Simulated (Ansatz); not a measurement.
System: 2-methylidenebut-3-enylsilane, C$_{5}$H$_{10}$Si, net charge 0, singlet state. 
Structure (B3LYP-D3(BJ)/def2-TZVP (Ansatz, a program for electronic structure) minimum search):
```xyz
16

C     -1.4169     1.6306    -0.8536
C     -1.5719     0.3150    -0.7037
C     -0.5087    -0.6746    -0.5258
C     -0.8329    -1.9673    -0.3892
C      0.9217    -0.2149    -0.4668
Si     1.4438     0.3647     1.2570
H     -2.2720     2.2804    -0.9814
H     -0.4460     2.1076    -0.8502
H     -2.5777    -0.0937    -0.7120
H     -1.8658    -2.2903    -0.4027
H     -0.0794    -2.7331    -0.2582
H      1.1074     0.5896    -1.1818
H      1.5878    -1.0366    -0.7382
H      0.5702     1.4515     1.7527
H      2.8417     0.8616     1.2100
H      1.3737    -0.7764     2.1991
```
Charge 0, spin multiplicity 1.

Property: vertical ionisation energy (to the doublet state of charge +1; each state is the SCF solution reached for its spin; the UHF <S^2> is 0.91 for the doublet (pure: 0.75); for the singlet the Hartree-Fock reference is unstable and T1 is 0.011), in eV. Valence correlation only, unless marked. UHF or UKS for open shells. Spin-orbit coupling is left out. Non-relativistic. 

| level | program | vertical ionisation energy (eV) |
|---|---|---|
| HF/aug-cc-pV(D+d)Z | Ansatz | 7.28 |
| HF/aug-cc-pV(T+d)Z | Ansatz | 7.27 |
| SVWN5/def2-TZVPD | Ansatz | 8.69 |
| PBE/def2-TZVPD | Ansatz | 8.44 |
| r2SCAN/def2-TZVPD | Ansatz | 8.38 |
| B3LYP/def2-TZVPD | Ansatz | 8.50 |
| PBE0/def2-TZVPD | Ansatz | 8.48 |
| BHLYP/def2-TZVPD | Ansatz | 8.34 |
| CAM-B3LYP/def2-TZVPD | Ansatz | 8.58 |
| wB97M-V/def2-TZVPD | Ansatz | 8.61 |
| wB97X-V/def2-TZVPD | Ansatz | 8.60 |
| B2PLYP/def2-TZVPD | Ansatz | 8.60 |
| MP2/aug-cc-pV(D+d)Z | Ansatz | 8.99 |
| RI-MP2/aug-cc-pV(T+d)Z | Ansatz | 9.12 |
| SCS-MP2/aug-cc-pV(D+d)Z | Ansatz | 8.96 |
| CCSD/aug-cc-pV(D+d)Z | Ansatz | 8.66 |
| CCSD(T)/aug-cc-pV(D+d)Z | Ansatz | 8.76 |
